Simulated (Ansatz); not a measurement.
FHSe (SMILES F[SeH]) at its CCSD(T)/cc-pVTZ minimum, average atomic masses, point group Cs.
(charge 0, multiplicity 1):
```xyz
3

Se    -0.1160    -0.2172     0.2298
H     -0.8996    -0.9482    -0.7815
F      0.5300     0.9532    -0.9139
```

Frozen-core correlation. Filled d and f shells under p-block atoms count as core.

Codes used: Ansatz (a quantum-chemistry and plane-wave program) with Gaussian orbitals. 

Harmonic frequencies (cm⁻¹): 673 874 2410.

Problem. Work out the rotational constants, the zero-point energy, and the ideal-gas entropy and heat capacity at 298.15 K and 1 bar (rigid rotor, harmonic oscillator).

Solution. 
Principal moments 2.143, 47.620, 49.763 u Å² give 16.8576/I = 7.867, 0.3540, 0.3388 cm⁻¹. Zero point: Σω/2 = 1978 cm⁻¹ = 5.66 kcal/mol. Translation R(1.5 ln M + 2.5 ln T − 1.1517) with M = 98.977 u: 166.16 J/(mol K). Rotation with σ = 1: q = 5443.4, S = R(ln q + 3/2) = 83.99. Vibration, summed over R(u/(eᵘ − 1) − ln(1 − e⁻ᵘ)) with u = 1.43878ω/T: 2.07, of which the lowest mode gives 1.42. S° = 252.2 J/(mol K); C_p = 4R + 5.95 = 39.21 J/(mol K).
